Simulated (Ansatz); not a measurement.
Consider the redistribution: `B[SiH2][SiH2][SiH3]` + `CO[SiH2]F` → `F[SiH2]O[SiH2][SiH3]` + `B[SiH2]C`.

Calculated with Ansatz (gas phase, PBE0-D4/def2-TZVP geometries, no zero-point term in ΔE). CCSD(T)/CBS is the MP2 limit (def2-TZVPP, def2-QZVPP) plus CCSD(T) − MP2 in def2-TZVPP, frozen cores. One conformer a species, not always the lowest.

```csv
species,SCS-MP2/def2-QZVPP energy (Eh)
`B[SiH2][SiH2][SiH3]`,-897.30050
`CO[SiH2]F`,-505.09756
`F[SiH2]O[SiH2][SiH3]`,-1046.43261
`B[SiH2]C`,-356.03497
```

**Question.** Work out ΔE.

**Answer.** ΔE = (-1046.43261) + (-356.03497) − (-897.30050) − (-505.09756) = -0.06952 Eh = -1.89 eV. CCSD(T)/CBS gives -1.78 eV.

Largest T1 diagnostic among the species: 0.014.

In def2-TZVPP, CCSD(T) changes the Hartree–Fock value by +0.24 eV (the triples alone add +0.05 eV) and MP2 by +0.13 eV. From PBE to PBE0 (25 % exact exchange), in def2-TZVPP and without D4, ΔE moves by −0.11 eV.
